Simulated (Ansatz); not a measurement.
`C[O][Ga]([F])[SH]` and `[OH][Ga]([F])[SH]` differ in one atom or group.

Ansatz, PBE0-D4/def2-TZVP geometries, multiplicity 1. Each molecule was computed in one conformer, which needn't be the lowest.

Scalar relativity is left out up to krypton.

```
                                        property  `C[O][Ga]([F])[SH]`
              HOMO energy (PBE0/def2-TZVPP) / eV                -8.02
size of the dipole moment (B3LYP/def2-TZVPP) / D                 1.58
             LUMO energy (B3LYP/def2-TZVPP) / eV                -1.46
               HOMO energy (PBE/def2-TZVPP) / eV                -6.62
            HOMO–LUMO gap (PBE0/def2-TZVPP) / eV                 6.90
           HOMO energy (ωB97M-V/def2-TZVPP) / eV               -10.26
```

(1) What does the change do to each property? (Estimate.)

Results:

(1) The calculation gave: 
```csv
property,`[OH][Ga]([F])[SH]`,shift
HOMO energy (PBE0/def2-TZVPP) / eV,-8.21,-0.19
size of the dipole moment (B3LYP/def2-TZVPP) / D,1.32,-0.26
LUMO energy (B3LYP/def2-TZVPP) / eV,-1.56,-0.10
HOMO energy (PBE/def2-TZVPP) / eV,-6.93,-0.31
HOMO–LUMO gap (PBE0/def2-TZVPP) / eV,7.01,0.11
HOMO energy (ωB97M-V/def2-TZVPP) / eV,-10.42,-0.16
```

With PBE0 the HOMO falls by 0.19 eV and the LUMO falls by 0.08 eV, so the gap widens by about 0.11 eV. PBE moves the HOMO by -0.31 eV and ωB97M-V by -0.16 eV. Dipoles are sizes alone; their direction can turn.

B3LYP here is the variant with VWN-RPA as its local correlation; programs differ in this.
